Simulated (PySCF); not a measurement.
# Dipole response of Fe (iron, neutral)

[Ar] 3d5 4s2 4p1, high-spin 7P determinant (an excited configuration). All numbers are calculated (PySCF 2.14, no relativity, point nucleus, in def2-TZVPPD). Coupled (time-dependent) response in atomic units; α is the mean over directions.

| method | mean α (bohr³) | α xx, yy, zz | C₆ (like pair) | S(−4) |
| --- | --- | --- | --- | --- |
| PBE | 60.15 | 52.81, 74.84, 52.81 | 616.6 | 1409 |
| PBE0 | 60.66 | 54.09, 73.80, 54.09 | 625.3 | 1414 |
| r2SCAN0 | 60.71 | 54.61, 72.93, 54.61 | 638.7 | 1387 |

S(−4) is the Cauchy moment in α(ω) = α(0) + S(−4) ω² + …

α(iu) at PBE0:

```tsv
u (hartree)	α(iu) (bohr³)
0	60.66
0.0500	57.38
0.100	49.70
0.200	33.33
0.300	22.13
0.500	11.25
0.750	6.191
1.00	4.059
1.50	2.304
2.00	1.570
3.00	0.9086
5.00	0.4258
```

The components differ because the open shell of this determinant is not spherical; for a pure term their mean is the scalar polarisability.
